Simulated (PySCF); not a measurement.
**ECD: SMILES C1=C[C@]2(C=C1F)C[C@@H]2[AlH2], C7H8AlF**

Geometry:
```
atom   x (Å)   y (Å)   z (Å)
  F1   1.902   0.542   2.725
  C2   1.323   0.268   1.547
  C3   0.397  -0.699   1.325
  C4   0.018  -0.612  -0.069
  C5   0.827   0.470  -0.642
  C6   1.620   0.979   0.350
  C7  -0.615  -1.655  -0.943
  C8  -1.539  -0.608  -0.450
 Al9  -1.342   1.355  -0.764
 H10  -0.027  -1.372   2.046
 H11   0.975   0.610  -1.703
 H12   2.364   1.751   0.267
 H13  -0.700  -2.654  -0.533
 H14  -0.303  -1.635  -1.979
 H15  -2.131  -0.957   0.404
 H16  -1.544   2.166   0.539
 H17  -1.232   2.065  -2.129
```

The calculation used TDDFT BHandHLYP/def2-SVPD circular dichroism and optical rotation, one conformer, gas phase (PySCF 2.14.0). Geometry: GFN2-xTB.

States above about 7.9 eV lie in this functional's continuum (it starts at minus the energy of the highest occupied orbital, well below the true ionisation energy for most functionals) and depend on the basis.

Task: What are the CIP labels of the stereocentres?

Result: C4 S, C8 S.

Task: Which excitations and rotatory strengths does the calculation give?

Result: Rotatory strengths R in 10⁻⁴⁰ esu² cm², velocity form and length form (origin at the centre of mass); f in length form.
| state | E (eV) | λ (nm) | f | R (velocity) | R (length) | main |
| --- | --- | --- | --- | --- | --- | --- |
| 1 | 4.47 | 277 | 0.064 | +31.6 | +30.9 | HOMO→LUMO 0.97 |
| 2 | 5.14 | 241 | 0.192 | +15.2 | +14.7 | HOMO−1→LUMO 0.93 |
| 3 | 6.05 | 205 | 0.007 | +13.2 | +12.3 | HOMO−2→LUMO 0.86, HOMO−3→LUMO 0.08 |
| 4 | 6.32 | 196 | 0.064 | +78.6 | +79.3 | HOMO−3→LUMO 0.43, HOMO−1→LUMO+1 0.27 |
| 5 | 6.39 | 194 | 0.082 | +13.1 | +12.9 | HOMO→LUMO+1 0.59, HOMO−3→LUMO 0.26 |
| 6 | 6.68 | 186 | 0.049 | -86.3 | -85.9 | HOMO−1→LUMO+1 0.49, HOMO→LUMO+2 0.21 |
| 7 | 6.87 | 180 | 0.024 | +9.4 | +8.4 | HOMO→LUMO+2 0.56, HOMO→LUMO+3 0.16 |
| 8 | 7.02 | 177 | 0.012 | -53.3 | -53.8 | HOMO−2→LUMO+1 0.71, HOMO−4→LUMO 0.14 |
| 9 | 7.20 | 172 | 0.013 | +17.1 | +18.8 | HOMO−4→LUMO 0.57, HOMO→LUMO+3 0.10 |
| 10 | 7.24 | 171 | 0.051 | -0.9 | -2.7 | HOMO−1→LUMO+2 0.35, HOMO→LUMO+4 0.12 |
| 11 | 7.30 | 170 | 0.029 | -13.6 | -12.8 | HOMO−1→LUMO+2 0.31, HOMO→LUMO+4 0.24 |
| 12 | 7.42 | 167 | 0.061 | -63.6 | -63.6 | HOMO→LUMO+3 0.41, HOMO→LUMO+4 0.26 |
| 13 | 7.52 | 165 | 0.013 | -15.4 | -14.1 | HOMO→LUMO+5 0.55, HOMO→LUMO+4 0.16 |
| 14 | 7.64 | 162 | 0.005 | +10.7 | +8.3 | HOMO−1→LUMO+3 0.68 |
| 15 | 7.78 | 159 | 0.013 | +0.4 | +0.1 | HOMO→LUMO+6 0.79 |
| 16 | 7.89 | 157 | 0.006 | -7.2 | -5.8 | HOMO−6→LUMO 0.26, HOMO−1→LUMO+5 0.22 |

Among the states computed, the strongest CD band (largest |R|) is state 6. The largest dissymmetry factor in size, g = 4R/(D+G), with D and G the electric and magnetic dipole strengths, is -0.047 for state 8 (velocity form, f = 0.012), among bands with |R| over 0.5. The mirror image has the same energies and oscillator strengths and all R with the opposite sign.
